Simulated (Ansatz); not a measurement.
Gas-phase electronic energies from Ansatz, PBE0-D4/def2-TZVP geometries. CBS: MP2 limit from def2 TZ/QZ plus the TZ coupled-cluster correction, frozen cores. For Ge, Se outer-core shells are correlated without core-valence functions, which leaves a few kJ/mol of doubt a bond. Scalar relativity is left out up to krypton. One conformer a species, not always the lowest.

Consider the formal exchange of groups at the Se–C bond: `C=C([SeH])CO` + `B[CH2][GeH2][CH3]` → `B[CH2][GeH2][SeH]` + `C=C(C)CO`.

```json
{"species": "`C=C([SeH])CO`", "HF/CBS(def2) energy (Eh)": "-2591.90625"}
{"species": "`B[CH2][GeH2][CH3]`", "HF/CBS(def2) energy (Eh)": "-2181.10694"}
{"species": "`B[CH2][GeH2][SeH]`", "HF/CBS(def2) energy (Eh)": "-4541.98113"}
{"species": "`C=C(C)CO`", "HF/CBS(def2) energy (Eh)": "-231.07064"}
```

**Question.** Work out ΔE.

**Answer.** ΔE = (-4541.98113) + (-231.07064) − (-2591.90625) − (-2181.10694) = -0.03858 Eh = -1.05 eV. CCSD(T)/CBS gives -0.82 eV.

Largest T1 diagnostic among the species: 0.011.

In def2-TZVPP, CCSD(T) changes the Hartree–Fock value by +0.26 eV (the triples alone add +0.03 eV) and MP2 by +0.28 eV. From PBE to PBE0 (25 % exact exchange), in def2-TZVPP and without D4, ΔE moves by −0.05 eV.
